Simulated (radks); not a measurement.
The numbers below are computed, except where a source is named.
Task: Sc3+, configuration [Ar]. Code: a radial shooting solver on a logarithmic mesh with Libxc functionals. Model: Dirac Kohn-Sham, PBE, spin-unpolarised, spherical densities, finite nucleus; Fermi nuclear charge, rms radius 3.5459 fm. Some entries of the table are withheld. Estimate them.

orbital,occ.,eigenvalue (eV),<r> (bohr),r(max) (bohr)
1s1/2,2,-4429.124,0.07304,0.04780
2s1/2,2,-507.4338,0.3433,0.2836
2p1/2,2,(1),0.3059,0.2310
2p3/2,4,(2),0.3085,0.2331
3s1/2,2,-86.4207,(3),0.9206
3p1/2,2,-64.9585,1.125,0.9528
3p3/2,4,-64.4155,1.132,0.9587

Result: 
(1) 2p1/2 eigenvalue (eV): -424.4067
(2) 2p3/2 eigenvalue (eV): -419.7675
(3) 3s1/2 <r> (bohr): 1.056
